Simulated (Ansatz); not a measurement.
One change: `NC(=O)[SiH2]F` becomes `N[C](=O)[SnH3]`.

Ansatz, PBE0-D4/def2-TZVP geometries, multiplicity 1. Each molecule was computed in one conformer, which needn't be the lowest.

Elements past krypton have def2 core potentials.

```
                                        property  `NC(=O)[SiH2]F`
size of the dipole moment (B3LYP/def2-TZVPP) / D             2.55
           HOMO–LUMO gap (B3LYP/def2-TZVPP) / eV             6.44
               HOMO energy (PBE/def2-TZVPP) / eV            -5.84
  size of the dipole moment (PBE/def2-TZVPP) / D             2.53
             LUMO energy (B3LYP/def2-TZVPP) / eV            -0.68
             HOMO energy (B3LYP/def2-TZVPP) / eV            -7.12
```

(1) Give the same properties after the change, and the shifts. (Estimate.)

## Answers

(1) Ansatz gave: 
```csv
property,`N[C](=O)[SnH3]`,shift
size of the dipole moment (B3LYP/def2-TZVPP) / D,3.37,0.82
HOMO–LUMO gap (B3LYP/def2-TZVPP) / eV,6.33,-0.11
HOMO energy (PBE/def2-TZVPP) / eV,-5.56,0.28
size of the dipole moment (PBE/def2-TZVPP) / D,3.22,0.69
LUMO energy (B3LYP/def2-TZVPP) / eV,-0.35,0.33
HOMO energy (B3LYP/def2-TZVPP) / eV,-6.68,0.44
```

With PBE0 the HOMO rises by 0.47 eV and the LUMO rises by 0.34 eV, so the gap narrows by about 0.13 eV. PBE moves the HOMO by 0.28 eV and ωB97M-V by 0.60 eV. Dipoles are sizes alone; their direction can turn.

B3LYP here is the variant with VWN-RPA as its local correlation; programs differ in this.
